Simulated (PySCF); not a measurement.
System: (2-methylpropan-2-yl)oxyboronic acid, C$_{4}$H$_{11}$BO$_{3}$, charge 0, multiplicity 1. 
Geometry from a B3LYP-D3(BJ)/def2-TZVP (Ansatz) optimisation:
SMILES: CC(C)(OB(O)O)C
```xyz
19

C     -1.2499     0.9599    -1.0971
C     -1.0531    -0.1174    -0.0327
C     -1.2686     0.4381     1.3733
C     -1.9830    -1.2984    -0.2892
O      0.2820    -0.6722    -0.1398
B      1.4611    -0.0111     0.0087
O      2.6369    -0.7123    -0.1305
O      1.5348     1.3301     0.2925
H     -2.2794     1.3213    -1.0773
H     -1.0511     0.5493    -2.0883
H     -0.5837     1.8035    -0.9263
H     -1.0828    -0.3387     2.1167
H     -2.2988     0.7799     1.4866
H     -0.6025     1.2768     1.5679
H     -3.0259    -0.9838    -0.2306
H     -1.8006    -1.7159    -1.2801
H     -1.8136    -2.0814     0.4508
H      2.4826    -1.6411    -0.3279
H      2.4474     1.6277     0.3622
```

Dispersion corrections to the total energy (kcal/mol) from the dftd3 and dftd4 libraries through PySCF: D3(BJ) without and D4 with the three-body term, each with the damping fitted for the functional named.

```
functional  D3(BJ)      D4
----------  ------  ------
LC-wPBE      -9.12  -10.86
BLYP        -20.23     ___
B2PLYP       -7.48   -6.97
CAM-B3LYP    -7.55     ___
HSE06        -6.41   -7.75
TPSSh       -11.39  -12.22
r2SCAN       -3.00     ___
```

**Question.** Complete the blanks.

**Answer.** 
- BLYP, D4: -21.69
- CAM-B3LYP, D4: -8.40
- r2SCAN, D4: -2.71
